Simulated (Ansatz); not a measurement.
Program: Ansatz. Geometries: PBE0-D4/def2-TZVP. ΔE: electronic, gas phase. CBS: MP2 limit from def2 TZ/QZ plus the TZ coupled-cluster correction, frozen cores. Functionals use def2-TZVPP.

Reaction (isomerisation): `CB1N[SiH2]1` → `[SiH3]N1BC1`

```csv
level,ΔE (eV)
r2SCAN-D4,0.76
BHLYP-D4,0.59
PBE-QIDH,0.73
r2SCAN,0.77
r2SCAN0,0.75
BHLYP,0.60
CCSD(T)/def2-SVP,0.67
HF/def2-TZVPP,0.43
```

Question: What does CCSD(T)/CBS give? (Best estimate.)

Answer: Computed: +0.70 eV. The listed levels differ from it by 0.06, -0.11, 0.03, 0.07, 0.05, -0.10, -0.03, -0.27 eV.

Largest T1 diagnostic among the species: 0.013.

From BLYP to BHLYP (50 % exact exchange), in def2-TZVPP and without D4, ΔE moves by −0.07 eV. At CCSD(T), def2-SVP lies −0.03 eV from the extrapolated value and def2-TZVPP −0.00 eV. In def2-TZVPP, CCSD(T) changes the Hartree–Fock value by +0.27 eV (the triples alone add +0.03 eV) and MP2 by +0.24 eV.
